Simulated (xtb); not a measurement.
C$_{2}$H$_{2}$F (SMILES C=[C-]F), charge -1, singlet, geometry from GFN2-xTB. Base run: GFN2-xTB (xtb).

Geometry (Å):
```xyz
5

C      0.0224     0.6473    -0.0198
C      1.1481    -0.0730    -0.0270
F     -1.1542    -0.3047     0.0384
H      1.2675    -1.1712     0.0026
H      2.0981     0.4669    -0.0673
```
Charge -1, spin multiplicity 1.
All else is at xtb's defaults.
Base energy -10.11134 Eh.

The base run was repeated with changes; each row names its change, and settings that it needs were set with it.

```csv
change,ΔE vs base (kcal/mol),HOMO-LUMO gap (eV),G_solv (kcal/mol),SCF cycles
base,0.000,4.42,-,11
alpb = benzene,-53.30,4.45,-53.47,11
alpb = water,-68.6,4.48,-69.31,11
etemp = 3000,-0.005,4.42,-,11
etemp = 5000,-0.248,4.42,-,11
```

ALPB and GBSA are two models with their own fitted parameters for each solvent, which aren't always the measured dielectric constant.
